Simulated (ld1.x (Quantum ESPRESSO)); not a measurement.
## Building the RRKJ potential for Pt (LDA (PZ), fully relativistic).

Input for ld1.x (Quantum ESPRESSO) 7.5:

```
&input
   title='Pt', zed=78., rel=2, dft='PZ', iswitch=3,
   config='[Xe] 4f14 5d9 6s1 6p0', rel_dist='average',
   nld=5, rlderiv=1.65, eminld=-10.0, emaxld=5.0, deld=0.04
 /
 &inputp
   pseudotype=2, tm=.false., rho0=0.01, lloc=1,
   nlcc=.true., rcore=1.20,
   file_pseudopw='Pt.UPF', file_wfcaegen='ae.wfc', file_wfcncgen='nc.wfc', file_beta='beta', file_chi='chi'
 /
3
5S  1  0   2.00   0.00  1.35  1.35  0.0
5D  3  2   9.00   0.00  1.50  1.50  0.0
5P  2  1   6.00   0.00  1.20  1.20  0.0
 &test
   configts(1)='5s2 5p6 5d9 6s1 6p0'
 /
```

Command:

```bash
ld1.x < Pt.in > Pt.out
```

Resulting log (shortened: banner, matrices, multipoles, cross overlaps and the repeated all-electron block are left out):

```
Program LD1 v.7.5
 state nlj           5           2   1.5000000000000000       not converged
 state nlj           5           2   2.5000000000000000       not converged
 state nlj           5           1  0.50000000000000000       not converged
 state nlj           5           1   1.5000000000000000       not converged
 state nlj           4           3   2.5000000000000000       not converged
 state nlj           4           3   3.5000000000000000       not converged
 state nlj           5           2   1.5000000000000000       not converged
 state nlj           5           2   2.5000000000000000       not converged
 state nlj           6           0  0.50000000000000000       not converged
 state nlj           6           1  0.50000000000000000       not converged
 state nlj           6           1   1.5000000000000000       not converged
 classical turning point too close to mesh           6           1           1
 classical turning point too close to mesh           6           1          -2
     --------------------------- All-electron run ----------------------------

     Pt
     dirac relativistic calculation

     atomic number is 78.00
     dft =PZ   lsd =0 sic =0 latt =0  beta=0.20 tr2=1.0E-14
     Exchange-correlation= PZ
                           (   1   1   0   0   0   0   0)
     mesh =1277 r(mesh) =  98.81913 a.u. xmin = -7.00 dx = 0.01250
     1 Ry =  13.60569312 eV, c = 137.03599908

     n l j   nl                  e(Ry)          e(Ha)          e(eV)
     Spin orbit split results
     1 0 0.5 1S 1( 2.00)     -5751.3648     -2875.6824    -78251.3040
     2 0 0.5 2S 1( 2.00)     -1009.6801      -504.8401    -13737.3979
     2 1 0.5 2P 1( 2.00)      -967.9098      -483.9549    -13169.0834
     2 1 1.5 2P 1( 4.00)      -840.9503      -420.4751    -11441.7116
     3 0 0.5 3S 1( 2.00)      -237.1183      -118.5591     -3226.1584
     3 1 0.5 3P 1( 2.00)      -218.3498      -109.1749     -2970.8009
     3 1 1.5 3P 1( 4.00)      -190.4475       -95.2237     -2591.1697
     4 0 0.5 4S 1( 2.00)       -50.9031       -25.4516      -692.5723
     4 1 0.5 4P 1( 2.00)       -42.9464       -21.4732      -584.3155
     4 1 1.5 4P 1( 4.00)       -36.2828       -18.1414      -493.6523
     3 2 1.5 3D 1( 4.00)      -159.1255       -79.5627     -2165.0125
     3 2 2.5 3D 1( 6.00)      -153.1075       -76.5538     -2083.1338
     5 0 0.5 5S 1( 2.00)        -7.4939        -3.7469      -101.9595
     5 1 0.5 5P 1( 2.00)        -4.9464        -2.4732       -67.2991
     5 1 1.5 5P 1( 4.00)        -3.8360        -1.9180       -52.1920
     4 2 1.5 4D 1( 4.00)       -23.2355       -11.6177      -316.1347
     4 2 2.5 4D 1( 6.00)       -21.9964       -10.9982      -299.2764
     4 3 2.5 4F 1( 6.00)        -5.3098        -2.6549       -72.2435
     4 3 3.5 4F 1( 8.00)        -5.0556        -2.5278       -68.7854
     5 2 1.5 5D 1( 3.60)        -0.5306        -0.2653        -7.2191
     5 2 2.5 5D 1( 5.40)        -0.4322        -0.2161        -5.8806
     6 0 0.5 6S 1( 1.00)        -0.4398        -0.2199        -5.9836
     6 1 0.5 6P 1( 0.00)        -0.1019        -0.0510        -1.3865
     6 1 1.5 6P 1( 0.00)        -0.0615        -0.0308        -0.8372
     Averaged results
     1 0     1S 1( 2.00)     -5751.3648     -2875.6824    -78251.3040
     2 0     2S 1( 2.00)     -1009.6801      -504.8401    -13737.3979
     2 1     2P 1( 6.00)      -883.2701      -441.6351    -12017.5022
     3 0     3S 1( 2.00)      -237.1183      -118.5591     -3226.1584
     3 1     3P 1( 6.00)      -199.7483       -99.8741     -2717.7134
     4 0     4S 1( 2.00)       -50.9031       -25.4516      -692.5723
     4 1     4P 1( 6.00)       -38.5040       -19.2520      -523.8734
     3 2     3D 1(10.00)      -155.5147       -77.7574     -2115.8853
     5 0     5S 1( 2.00)        -7.4939        -3.7469      -101.9595
     5 1     5P 1( 6.00)        -4.2062        -2.1031       -57.2277
     4 2     4D 1(10.00)       -22.4920       -11.2460      -306.0198
     4 3     4F 1(14.00)        -5.1646        -2.5823       -70.2675
     5 2     5D 1( 9.00)        -0.4716        -0.2358        -6.4160
     6 0     6S 1( 1.00)        -0.4398        -0.2199        -5.9836
     6 1     6P 1( 0.00)        -0.0750        -0.0375        -1.0203

     final scf error:  8.3E-15 reached in  38 iterations

     Etot =  -36872.877801 Ry,  -18436.438900 Ha, -501681.059916 eV

     Ekin =   42192.241013 Ry,   21096.120506 Ha,  574054.683393 eV
     Encl =  -92747.068920 Ry,  -46373.534460 Ha,-1261888.157782 eV
     Eh   =   14375.540045 Ry,    7187.770022 Ha,  195589.186325 eV
     Exc  =    -693.589938 Ry,    -346.794969 Ha,   -9436.771852 eV

     normalization and overlap integrals

     s(1S/1S) =  1.000000  <r> =   0.0172  <r2> =    0.0004  r(max) =   0.0106
     s(2S/2S) =  1.000000  <r> =   0.0717  <r2> =    0.0061  r(max) =   0.0612
     s(2P/2P) =  1.000000  <r> =   0.0591  <r2> =    0.0044  r(max) =   0.0459
     s(2P/2P) =  1.000000  <r> =   0.0675  <r2> =    0.0055  r(max) =   0.0526
     s(3S/3S) =  1.000000  <r> =   0.1867  <r2> =    0.0400  r(max) =   0.1726
     s(3P/3P) =  1.000000  <r> =   0.1769  <r2> =    0.0365  r(max) =   0.1622
     s(3P/3P) =  1.000000  <r> =   0.1924  <r2> =    0.0430  r(max) =   0.1770
     s(4S/4S) =  1.000000  <r> =   0.4152  <r2> =    0.1948  r(max) =   0.3890
     s(4P/4P) =  1.000000  <r> =   0.4180  <r2> =    0.1991  r(max) =   0.3890
     s(4P/4P) =  1.000000  <r> =   0.4522  <r2> =    0.2326  r(max) =   0.4193
     s(3D/3D) =  1.000000  <r> =   0.1677  <r2> =    0.0330  r(max) =   0.1378
     s(3D/3D) =  1.000000  <r> =   0.1724  <r2> =    0.0348  r(max) =   0.1413
     s(5S/5S) =  1.000000  <r> =   0.9522  <r2> =    1.0185  r(max) =   0.8657
     s(5P/5P) =  1.000000  <r> =   1.0334  <r2> =    1.2091  r(max) =   0.9215
     s(5P/5P) =  1.000000  <r> =   1.1351  <r2> =    1.4613  r(max) =   1.0058
     s(4D/4D) =  1.000000  <r> =   0.4619  <r2> =    0.2470  r(max) =   0.4141
     s(4D/4D) =  1.000000  <r> =   0.4732  <r2> =    0.2591  r(max) =   0.4246
     s(4F/4F) =  1.000000  <r> =   0.5126  <r2> =    0.3202  r(max) =   0.3842
     s(4F/4F) =  1.000000  <r> =   0.5199  <r2> =    0.3296  r(max) =   0.3890
     s(5D/5D) =  1.000000  <r> =   1.6495  <r2> =    3.2975  r(max) =   1.2439
     s(5D/5D) =  1.000000  <r> =   1.7403  <r2> =    3.7012  r(max) =   1.2915
     s(6S/6S) =  1.000000  <r> =   2.9042  <r2> =    9.7043  r(max) =   2.3828
     s(6P/6P) =  1.000000  <r> =   4.2509  <r2> =   21.6208  r(max) =   3.2165
     s(6P/6P) =  1.000000  <r> =   4.9860  <r2> =   30.0217  r(max) =   3.6906

     ------------------------ End of All-electron run ------------------------

     --------------------- Generating NC pseudopotential ---------------------

      Generating local pot.: lloc=1, j= 0.50, matching radius rcloc =   1.2000

      Generating local pot.: lloc=1, j= 1.50, matching radius rcloc =   1.2000

      Computing core charge for nlcc:

       r > 1.21 : true rho core
       r < 1.21 : rho core = a sin(br)/r    a=   2.71  b=   2.28

      Integrated core pseudo-charge :   2.72

     Fully relativistic calculation: |psi|^2

     Wfc 5S LC norm =  0.99944432 SC norm =  0.00055452 missing  0.00000116

     Wfc 5D LC norm =  0.99980162 SC norm =  0.00019813 missing  0.00000024

     Wfc 5D LC norm =  0.99981967 SC norm =  0.00016367 missing  0.00001666

      Wfc   5S  rcut= 1.341  Estimated cut-off energy=       29.78 Ry
      Using 4 Bessel functions for this wfc, rho(0) = 0.010
      This function has    0 nodes for 0 < r <    1.341

      Wfc   5D  rcut= 1.482  Estimated cut-off energy=      105.62 Ry
      This function has    0 nodes for 0 < r <    1.482

      Wfc   5D  rcut= 1.482  Estimated cut-off energy=      105.39 Ry
      This function has    0 nodes for 0 < r <    1.482

     ------------------- End of pseudopotential generation -------------------

 state nlj           5           2   1.5000000000000000       not converged
 state nlj           5           2   2.5000000000000000       not converged
 state nlj           5           1  0.50000000000000000       not converged
 state nlj           5           1   1.5000000000000000       not converged
 state nlj           4           3   2.5000000000000000       not converged
 state nlj           4           3   3.5000000000000000       not converged
 state nlj           5           2   1.5000000000000000       not converged
 state nlj           5           2   2.5000000000000000       not converged
 state nlj           6           0  0.50000000000000000       not converged
 state nlj           6           1  0.50000000000000000       not converged
 state nlj           6           1   1.5000000000000000       not converged
 classical turning point too close to mesh           6           1           1
 classical turning point too close to mesh           6           1          -2
     Computing logarithmic derivative in   1.64800
     Computing logarithmic derivative in   1.64800
     Computing the partial wave expansion
     R is outside the sphere for l=    0 j= 0.50
       no projector for channel:   1
       no projector for channel:   1
     R is outside the sphere for l=    2 j= 1.50
     R is outside the sphere for l=    2 j= 2.50

     ---------------------- Testing the pseudopotential ----------------------

     Pt
     dirac relativistic calculation

     atomic number is 78.00   valence charge is 18.00
     dft =PZ   lsd =0 sic =0 latt =0  beta=0.20 tr2=1.0E-14
     mesh =1277 r(mesh) =  98.81913 xmin = -7.00 dx = 0.01250

     n l  j  nl             e AE (Ry)       e PS (Ry)    De AE-PS (Ry)
     1 0 0.5 5S   1( 2.00)       -7.49388       -7.49388       -0.00001
     2 1 0.5 5P   1( 2.00)       -4.94640       -4.16672       -0.77967  !
     2 1 1.5 5P   1( 4.00)       -3.83604       -4.16672        0.33068  !
     3 2 1.5 5D   1( 3.60)       -0.53059       -0.53058       -0.00001
     3 2 2.5 5D   1( 5.40)       -0.43222       -0.43223        0.00001
     2 0 0.5 6S   1( 1.00)       -0.43978       -0.48105        0.04126  !
     3 1 0.5 6P   1( 0.00)       -0.10191       -0.07442       -0.02749  !
     3 1 1.5 6P   1( 0.00)       -0.06153       -0.07442        0.01289  !

     eps = 7.1E-15  iter = 18

     Etot =  -36872.877801 Ry,  -18436.438900 Ha, -501681.059916 eV
     Etotps =  -243.672275 Ry,    -121.836137 Ha,   -3315.330193 eV

     Ekin =      76.059182 Ry,      38.029591 Ha,    1034.837892 eV
     Encl =    -495.442085 Ry,    -247.721043 Ha,   -6740.832973 eV
     Ehrt =     202.874454 Ry,     101.437227 Ha,    2760.247568 eV
     Ecxc =     -27.158251 Ry,     -13.579125 Ha,    -369.506826 eV
     (Ecc =      -1.987320 Ry,      -0.993660 Ha,     -27.038870 eV)
     Epseu=      -0.005575 Ry,      -0.002788 Ha,      -0.075854 eV

     ---------------------- End of pseudopotential test ----------------------
```

A Bessel basis up to 400 Ry misses an occupied level by 2.15 Ry, so cutoffs and ghosts were not judged. The potential misses its own reference levels by up to 10.6 eV, so it is not fit for use. ld1.x takes every shell without a wave as core, so the model core holds the 6s electrons as well and exchange and correlation see them twice. This cancels in the reference configuration, but the file is broken for other ones, and its errors say nothing about a proper core correction.

Generation and configuration tests took about 2.8 s on one core of a shared server CPU.

Transferability test of the new file with ld1.x, input:

```
&input
   title='Pt', zed=78., rel=2, dft='PZ', iswitch=2,
   config='[Xe] 4f14 5d9 6s1 6p0', rel_dist='average'
 /
 &test
   file_pseudo='Pt.UPF', nconf=8,
   configts(1)='5s2 5p6 5d9 6s1 6p0',
   configts(2)='5s2 5p6 5d9 6s0 6p0',
   configts(3)='5s2 5p6 5d8 6s0 6p0',
   configts(4)='5s2 5p6 5d7 6s0 6p0',
   configts(5)='5s2 5p6 5d10 6s0 6p0',
   configts(6)='5s2 5p6 5d8 6s1 6p1',
   configts(7)='5s1 5p6 5d9 6s1 6p0',
   configts(8)='5s2 5p6 5d9.5 6s0.5 6p0'
 /
```

```bash
ld1.x < Pt.test.in > Pt.test.out
```

Pseudopotential blocks of its output, shortened (energy terms left out):

```
     ---------------------- Testing the pseudopotential ----------------------

     n l  j  nl             e AE (Ry)       e PS (Ry)    De AE-PS (Ry)
     1 0 0.5 5S   1( 2.00)       -7.49388       -7.49388       -0.00001
     2 1 0.5 5P   1( 2.00)       -4.94640       -4.16672       -0.77967  !
     2 1 1.5 5P   1( 4.00)       -3.83604       -4.16672        0.33068  !
     3 2 1.5 5D   1( 3.60)       -0.53059       -0.53058       -0.00001
     3 2 2.5 5D   1( 5.40)       -0.43222       -0.43223        0.00001
     2 0 0.5 6S   1( 1.00)       -0.43978       -0.48105        0.04126  !
     3 1 0.5 6P   1( 0.00)       -0.10191       -0.07442       -0.02749  !
     3 1 1.5 6P   1( 0.00)       -0.06153       -0.07442        0.01289  !

     eps = 4.3E-15  iter = 17

     Etot =  -36872.877801 Ry,  -18436.438900 Ha, -501681.059916 eV
     Etotps =  -243.672276 Ry,    -121.836138 Ha,   -3315.330212 eV

     ---------------------- End of pseudopotential test ----------------------

          ---------------------- Testing the pseudopotential ----------------------

     n l  j  nl             e AE (Ry)       e PS (Ry)    De AE-PS (Ry)
     1 0 0.5 5S   1( 2.00)       -8.10264       -8.13613        0.03349  !
     2 1 0.5 5P   1( 2.00)       -5.55684       -4.80910       -0.74774  !
     2 1 1.5 5P   1( 4.00)       -4.44840       -4.80910        0.36070  !
     3 2 1.5 5D   1( 3.60)       -1.13539       -1.16098        0.02559  !
     3 2 2.5 5D   1( 5.40)       -1.03385       -1.05903        0.02518  !
     2 0 0.5 6S   1( 0.00)       -0.97507       -1.04867        0.07360  !
     3 1 0.5 6P   1( 0.00)       -0.55914       -0.53446       -0.02468  !
     3 1 1.5 6P   1( 0.00)       -0.48343       -0.53446        0.05103  !

     eps = 7.7E-16  iter = 20

     Etot =  -36872.175265 Ry,  -18436.087633 Ha, -501671.501439 eV
     Etotps =  -242.912942 Ry,    -121.456471 Ha,   -3304.998949 eV
     dEtot_ae =       0.702535 Ry
     dEtot_ps =       0.759334 Ry,   Delta E=      -0.056799 Ry

     ---------------------- End of pseudopotential test ----------------------

          ---------------------- Testing the pseudopotential ----------------------

     n l  j  nl             e AE (Ry)       e PS (Ry)    De AE-PS (Ry)
     1 0 0.5 5S   1( 2.00)       -9.03462       -9.07576        0.04115  !
     2 1 0.5 5P   1( 2.00)       -6.48242       -5.73626       -0.74615  !
     2 1 1.5 5P   1( 4.00)       -5.36494       -5.73626        0.37132  !
     3 2 1.5 5D   1( 3.20)       -1.99071       -2.02375        0.03304  !
     3 2 2.5 5D   1( 4.80)       -1.87932       -1.91206        0.03273  !
     2 0 0.5 6S   1( 0.00)       -1.65611       -1.75792        0.10181  !
     3 1 0.5 6P   1( 0.00)       -1.15460       -1.12038       -0.03422  !
     3 1 1.5 6P   1( 0.00)       -1.03899       -1.12038        0.08139  !

     eps = 8.3E-15  iter = 26

     Etot =  -36870.685061 Ry,  -18435.342530 Ha, -501651.226171 eV
     Etotps =  -241.393425 Ry,    -120.696712 Ha,   -3284.324858 eV
     dEtot_ae =       2.192740 Ry
     dEtot_ps =       2.278851 Ry,   Delta E=      -0.086112 Ry

     ---------------------- End of pseudopotential test ----------------------

          ---------------------- Testing the pseudopotential ----------------------

     n l  j  nl             e AE (Ry)       e PS (Ry)    De AE-PS (Ry)
     1 0 0.5 5S   1( 2.00)      -10.08015      -10.12652        0.04636  !
     2 1 0.5 5P   1( 2.00)       -7.51817       -6.76846       -0.74971  !
     2 1 1.5 5P   1( 4.00)       -6.38736       -6.76846        0.38111  !
     3 2 1.5 5D   1( 2.80)       -2.94244       -2.98087        0.03843  !
     3 2 2.5 5D   1( 4.20)       -2.82080       -2.85902        0.03822  !
     2 0 0.5 6S   1( 0.00)       -2.40732       -2.54027        0.13295  !
     3 1 0.5 6P   1( 0.00)       -1.82859       -1.78388       -0.04471  !
     3 1 1.5 6P   1( 0.00)       -1.67357       -1.78388        0.11031  !

     eps = 7.2E-15  iter = 20

     Etot =  -36868.295591 Ry,  -18434.147796 Ha, -501618.715786 eV
     Etotps =  -238.968274 Ry,    -119.484137 Ha,   -3251.329001 eV
     dEtot_ae =       4.582209 Ry
     dEtot_ps =       4.704002 Ry,   Delta E=      -0.121793 Ry

     ---------------------- End of pseudopotential test ----------------------

          ---------------------- Testing the pseudopotential ----------------------

     n l  j  nl             e AE (Ry)       e PS (Ry)    De AE-PS (Ry)
     1 0 0.5 5S   1( 2.00)       -7.32031       -7.34153        0.02121  !
     2 1 0.5 5P   1( 2.00)       -4.77755       -4.02082       -0.75673  !
     2 1 1.5 5P   1( 4.00)       -3.67365       -4.02082        0.34717  !
     3 2 1.5 5D   1( 4.00)       -0.40660       -0.42094        0.01434  !
     3 2 2.5 5D   1( 6.00)       -0.31433       -0.32816        0.01384  !
     2 0 0.5 6S   1( 0.00)       -0.38529       -0.43194        0.04665  !
     3 1 0.5 6P   1( 0.00)       -0.07338       -0.05741       -0.01596  !
     3 1 1.5 6P   1( 0.00)       -0.04075       -0.05298        0.01223  !

     eps = 1.8E-15  iter = 13

     Etot =  -36872.875618 Ry,  -18436.437809 Ha, -501681.030215 eV
     Etotps =  -243.633414 Ry,    -121.816707 Ha,   -3314.801466 eV
     dEtot_ae =       0.002183 Ry
     dEtot_ps =       0.038862 Ry,   Delta E=      -0.036679 Ry

     ---------------------- End of pseudopotential test ----------------------

          ---------------------- Testing the pseudopotential ----------------------

     n l  j  nl             e AE (Ry)       e PS (Ry)    De AE-PS (Ry)
     1 0 0.5 5S   1( 2.00)       -7.83404       -7.82748       -0.00656  !
     2 1 0.5 5P   1( 2.00)       -5.28097       -4.49072       -0.79025  !
     2 1 1.5 5P   1( 4.00)       -4.16286       -4.49072        0.32786  !
     3 2 1.5 5D   1( 3.20)       -0.80759       -0.80343       -0.00416
     3 2 2.5 5D   1( 4.80)       -0.70104       -0.69704       -0.00400
     2 0 0.5 6S   1( 1.00)       -0.59892       -0.64659        0.04767  !
     3 1 0.5 6P   1( 0.33)       -0.21072       -0.16698       -0.04374  !
     3 1 1.5 6P   1( 0.67)       -0.15365       -0.16698        0.01333  !

     eps = 6.0E-15  iter = 18

     Etot =  -36872.396377 Ry,  -18436.198188 Ha, -501674.509808 eV
     Etotps =  -243.189190 Ry,    -121.594595 Ha,   -3308.757485 eV
     dEtot_ae =       0.481424 Ry
     dEtot_ps =       0.483087 Ry,   Delta E=      -0.001662 Ry

     ---------------------- End of pseudopotential test ----------------------

          ---------------------- Testing the pseudopotential ----------------------

     n l  j  nl             e AE (Ry)       e PS (Ry)    De AE-PS (Ry)
     1 0 0.5 5S   1( 1.00)       -8.52071       -8.53594        0.01523  !
     2 1 0.5 5P   1( 2.00)       -5.94718       -5.15564       -0.79154  !
     2 1 1.5 5P   1( 4.00)       -4.80441       -5.15564        0.35124  !
     3 2 1.5 5D   1( 3.60)       -1.38113       -1.38535        0.00422
     3 2 2.5 5D   1( 5.40)       -1.26615       -1.27010        0.00395
     2 0 0.5 6S   1( 1.00)       -1.06683       -1.14130        0.07447  !
     3 1 0.5 6P   1( 0.00)       -0.62010       -0.57661       -0.04348  !
     3 1 1.5 6P   1( 0.00)       -0.53438       -0.57661        0.04223  !

     eps = 2.1E-16  iter =  9

     Etot =  -36864.885815 Ry,  -18432.442907 Ha, -501572.323408 eV
     Etotps =  -235.672192 Ry,    -117.836096 Ha,   -3206.483525 eV
     dEtot_ae =       7.991986 Ry
     dEtot_ps =       8.000084 Ry,   Delta E=      -0.008098 Ry

     ---------------------- End of pseudopotential test ----------------------

          ---------------------- Testing the pseudopotential ----------------------

     n l  j  nl             e AE (Ry)       e PS (Ry)    De AE-PS (Ry)
     1 0 0.5 5S   1( 2.00)       -7.40392       -7.41509        0.01117  !
     2 1 0.5 5P   1( 2.00)       -4.85893       -4.09132       -0.76760  !
     2 1 1.5 5P   1( 4.00)       -3.75198       -4.09132        0.33935  !
     3 2 1.5 5D   1( 3.80)       -0.46628       -0.47377        0.00749  !
     3 2 2.5 5D   1( 5.70)       -0.37100       -0.37823        0.00724  !
     2 0 0.5 6S   1( 0.50)       -0.41179       -0.45569        0.04390  !
     3 1 0.5 6P   1( 0.00)       -0.08722       -0.06554       -0.02168  !
     3 1 1.5 6P   1( 0.00)       -0.05084       -0.06554        0.01470  !

     eps = 7.8E-15  iter = 18

     Etot =  -36872.884937 Ry,  -18436.442469 Ha, -501681.157015 eV
     Etotps =  -243.659995 Ry,    -121.829997 Ha,   -3315.163113 eV
     dEtot_ae =      -0.007137 Ry
     dEtot_ps =       0.012282 Ry,   Delta E=      -0.019418 Ry

     ---------------------- End of pseudopotential test ----------------------
```
